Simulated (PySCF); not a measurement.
**Radial density of Pb (lead, neutral)**

UHF, [Xe] 4f14 5d10 6s1 6p2 6d1, one real determinant (an excited configuration). All numbers are calculated (PySCF 2.14, a scalar-relativistic core potential, in aug-cc-pVTZ-PP with one added diffuse shell each of d, f type with ECP60MDF (6s5p5d3f, 67 functions)). This is the valence pseudo-density: the core potential removes the inner electrons and smooths the orbitals near the nucleus.

```json
{"r (bohr)": "0.0194", "4πr²ρ (e/bohr)": "1.637e-05", "4πr²(ρα − ρβ)": "0.0000"}
{"r (bohr)": "0.0326", "4πr²ρ (e/bohr)": "3.226e-05", "4πr²(ρα − ρβ)": "0.0000"}
{"r (bohr)": "0.0549", "4πr²ρ (e/bohr)": "5.115e-05", "4πr²(ρα − ρβ)": "0.0000"}
{"r (bohr)": "0.0924", "4πr²ρ (e/bohr)": "0.0001753", "4πr²(ρα − ρβ)": "0.0000"}
{"r (bohr)": "0.155", "4πr²ρ (e/bohr)": "0.001748", "4πr²(ρα − ρβ)": "0.0000"}
{"r (bohr)": "0.261", "4πr²ρ (e/bohr)": "0.03647", "4πr²(ρα − ρβ)": "0.0009"}
{"r (bohr)": "0.439", "4πr²ρ (e/bohr)": "1.467", "4πr²(ρα − ρβ)": "0.0452"}
{"r (bohr)": "0.739", "4πr²ρ (e/bohr)": "16.76", "4πr²(ρα − ρβ)": "0.2006"}
{"r (bohr)": "1.24", "4πr²ρ (e/bohr)": "14.42", "4πr²(ρα − ρβ)": "0.0184"}
{"r (bohr)": "2.09", "4πr²ρ (e/bohr)": "3.182", "4πr²(ρα − ρβ)": "1.4140"}
{"r (bohr)": "3.52", "4πr²ρ (e/bohr)": "0.7658", "4πr²(ρα − ρβ)": "0.7350"}
{"r (bohr)": "5.92", "4πr²ρ (e/bohr)": "0.1515", "4πr²(ρα − ρβ)": "0.1514"}
{"r (bohr)": "9.95", "4πr²ρ (e/bohr)": "0.09467", "4πr²(ρα − ρβ)": "0.0947"}
{"r (bohr)": "16.7", "4πr²ρ (e/bohr)": "0.006173", "4πr²(ρα − ρβ)": "0.0062"}
```

⟨L²⟩ = 8.00 against 12 for a pure F term, so this real determinant mixes terms. Energies and moments cover only the electrons outside the core potential. Spin-orbit coupling is strong in this species (close to jj coupling), so the high-spin LS determinant is a model state, not a physical level. The outer electron is Rydberg-like, and this basis confines it to a smaller radius and binds it less than a complete one would.
